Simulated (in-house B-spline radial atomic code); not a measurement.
Checks on a self-consistent run for Zr III (Zr2+), [Kr] (4d3/2)1 (6p1/2)1. Method: Dirac-Hartree-Fock, average of the jj configuration, Fermi nucleus of rms radius 4.2694 fm. Calculated with a B-spline radial code for spherical atoms.

```json
{"orbital": "1s1/2", "q": "2", "ε (Eh)": "-666.37276", "<1/r>": "41.2599", "<r²>": "0.00185166", "small-component weight": "0.021218"}
{"orbital": "2s1/2", "q": "2", "ε (Eh)": "-95.69421", "<1/r>": "9.36816", "<r²>": "0.0309723", "small-component weight": "0.0043334"}
{"orbital": "2p1/2", "q": "2", "ε (Eh)": "-87.35399", "<1/r>": "9.30649", "<r²>": "0.0236277", "small-component weight": "0.0043042"}
{"orbital": "2p3/2", "q": "4", "ε (Eh)": "-84.17222", "<1/r>": "8.90925", "<r²>": "0.0249959", "small-component weight": "0.0041775"}
{"orbital": "3s1/2", "q": "2", "ε (Eh)": "-17.54008", "<1/r>": "3.17723", "<r²>": "0.237505", "small-component weight": "0.00113"}
{"orbital": "3p1/2", "q": "2", "ε (Eh)": "-14.37955", "<1/r>": "3.06516", "<r²>": "0.23868", "small-component weight": "0.001072"}
{"orbital": "3p3/2", "q": "4", "ε (Eh)": "-13.85064", "<1/r>": "2.97248", "<r²>": "0.249004", "small-component weight": "0.0010398"}
{"orbital": "3d3/2", "q": "4", "ε (Eh)": "-8.30074", "<1/r>": "2.75615", "<r²>": "0.243003", "small-component weight": "0.00091578"}
{"orbital": "3d5/2", "q": "6", "ε (Eh)": "-8.19646", "<1/r>": "2.73042", "<r²>": "0.246822", "small-component weight": "0.00090514"}
{"orbital": "4s1/2", "q": "2", "ε (Eh)": "-3.32544", "<1/r>": "1.1048", "<r²>": "1.65823", "small-component weight": "0.00022367"}
{"orbital": "4p1/2", "q": "2", "ε (Eh)": "-2.37625", "<1/r>": "0.993297", "<r²>": "2.02052", "small-component weight": "0.00018737"}
{"orbital": "4p3/2", "q": "4", "ε (Eh)": "-2.26694", "<1/r>": "0.971951", "<r²>": "2.09174", "small-component weight": "0.00018212"}
{"orbital": "4d3/2", "q": "1", "ε (Eh)": "-1.07791", "<1/r>": "0.699571", "<r²>": "3.97718", "small-component weight": "0.0001015"}
{"orbital": "6p1/2", "q": "1", "ε (Eh)": "-0.30486", "<1/r>": "0.181691", "<r²>": "57.7522", "small-component weight": "1.2247e-05"}
```

Electron-electron repulsion V_ee = 1336.9490 hartree.

**Question.** What total energy follows from the eigenvalues?

**Answer.** The eigenvalues count the repulsion twice, so E = Σqε - V_ee = -2259.008 - 1336.949 = -3595.957 hartree; the run printed -3595.957.

**Question.** Does the Dirac virial theorem hold?

**Answer.** For a point nucleus E = -2c²Σq·w, with w the small-component weight. Here Σq·w = 0.095743 and c = 137.0360, so the ratio E/(-2c²Σq·w) is 1.000022; the finite nucleus accounts for the departure from 1.

**Question.** What diamagnetic shielding (Lamb formula) and susceptibility (Langevin formula) do the radii give?

**Answer.** σ = (α²/3)Σq<1/r> = 216.253/(3·137.036²) = 3838.6 ppm, and χ = -0.79199×10⁻⁶·Σq<r²> = -65×10⁻⁶ cm³/mol with Σq<r²> = 82.068 bohr². Both are non-relativistic formulas without the paramagnetism of open shells.
